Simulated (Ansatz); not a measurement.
Ideal-gas functions of `[Cl][GeH2]` radical at 600 K and 1 bar, from an Ansatz frequency run at PBE0-D4/def2-TZVP.

Molar mass 110.08 g/mol, point group Cs (symmetry number 1), electronic degeneracy 2, moments of inertia 4.37, 114.429, 116.705 u Å². Harmonic wavenumbers (cm⁻¹, unscaled): 423, 589, 661, 828, 2069, 2119.

Use S(trans) = R[1.5 ln M + 2.5 ln T − 1.1517]; rotational temperatures θ = 24.2544 K / I; S(rot) = R[ln(√π/σ · √(T³/θAθBθC)) + 1.5]; for each mode x = 1.438777 ν̃/T, S = R[x/(eˣ − 1) − ln(1 − e⁻ˣ)] and H = RT x/(eˣ − 1); 1 cm⁻¹ = 0.0119627 kJ/mol; R = 8.31446 J/(mol·K).

Problem. By hand: the entropy, in J/(mol·K).

Solution. Translation 182.0. Rotation: θ = 5.5502, 0.212, 0.2078 K, giving 102.9. Vibration, mode by mode: 8.54, 6.10, 5.30, 3.86, 0.35, 0.32, in all 24.5. Electronic 5.8. Sum 315.2 J/(mol·K).

Problem. By hand: H − E and G − E in kJ/mol, counted from the electronic energy.

Solution. Zero-point energy ½ × 6689 × 0.0119627 = 40.0; thermal vibration 9.1; translation, rotation and pV give 4 RT = 20.0. H − E = 69.1 kJ/mol, and G − E = 69.1 − 600 × 315.2/1000 = -120.0 kJ/mol.

Vibration gives 8 % of the entropy.
